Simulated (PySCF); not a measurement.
## Ti: excitation energy

Ti [Ar] 3d2 4s2 (3F) → Ti [Ar] 3d1 4s2 4p1 (high-spin determinant), as a difference of total energies. Computed with PySCF 2.14 in aug-cc-pVTZ with one added diffuse shell each of s, p, d, f, g type (9s8p6d4f3g, 118 functions), with the non-relativistic Hamiltonian (point nucleus). Correlated levels: valence: [Ar] frozen. The calculations carry no spin-orbit coupling.

| method | excitation energy (eV) |
| --- | --- |
| UHF | 4.713 |
| LDA | 5.471 |
| PBE | 5.362 |
| PBE0 | 5.216 |
| r2SCAN | 5.563 |
| BP86 | 5.405 |
| B97-3 | 5.287 |
| CAM-B3LYP | 5.292 |
| MP2 (valence) | 4.573 |
| SCS-MP2 (valence) | 4.473 |

Task: How much does correlation contribute at MP2 (valence)?

Result: 4.573 − (4.713) = -0.140 eV, measured against UHF.

The determinant of the upper state mixes LS terms, which raises its energy above the lowest term, most at the Hartree-Fock and MP2 levels.
